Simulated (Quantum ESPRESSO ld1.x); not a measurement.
Values are calculated unless marked as measured or tabulated.
Q: All-electron atom: P4+ in [Ne] 3s1 (the NIST ground configuration). Code: ld1.x of Quantum ESPRESSO 7.5. Model: non-relativistic Kohn-Sham, LDA (Slater exchange, Perdew-Wang correlation), spin-polarised, spherical densities, point nucleus; open shells are filled with parallel spins first. Some entries of the table are withheld. Estimate them.

orbital,occ.,eigenvalue (eV),<1/r> (bohr^-1),<r> (bohr)
1s up,1,-2128.33,14.52,0.1043
1s down,1,-2128.05,14.52,0.1043
2s up,1,-228.381,2.809,0.5213
2s down,1,-228.016,2.812,0.5206
2p up,3,-180.897,2.720,0.4826
2p down,3,-180.526,2.723,0.4815
3s up,1,-59.5053,0.8715,(1)
3s down,0,-56.6498,0.8696,(2)
3p up,0,-48.8298,(3),1.709
3p down,0,-46.0918,(4),1.732
4s up,0,-25.4359,0.4224,(5)
4s down,0,-24.7035,0.4110,(6)

A: 
(1) 3s up <r> (bohr): 1.594
(2) 3s down <r> (bohr): 1.603
(3) 3p up <1/r> (bohr^-1): 0.7967
(4) 3p down <1/r> (bohr^-1): 0.7891
(5) 4s up <r> (bohr): 3.334
(6) 4s down <r> (bohr): 3.416
